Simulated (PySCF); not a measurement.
F2OSi. Atoms are numbered in the order given.

```xyz
4

Si     0.0000     0.0000     0.1307
O      0.0000     0.0000     1.6353
F      0.0000     1.2436    -0.8284
F      0.0000    -1.2436    -0.8284
```

Geometry: B3LYP-D3(BJ)/def2-TZVP.

Level of theory: B3LYP/def2-TZVPD (PySCF).

Mulliken values depend strongly on the basis, most of all with diffuse functions as here. Atomic charges (e):

```csv
atom,Mulliken,meta-Löwdin
Si1,0.90,[?]
O2,-0.50,[?]
F3,-0.20,[?]
F4,-0.20,[?]
```

Task: Some entries are withheld; supply them. (An estimate is asked for; the answer gives what the named calculation found.)

Result: 
- Si1, meta-Löwdin: 1.72
- O2, meta-Löwdin: -0.78
- F3, meta-Löwdin: -0.47
- F4, meta-Löwdin: -0.47
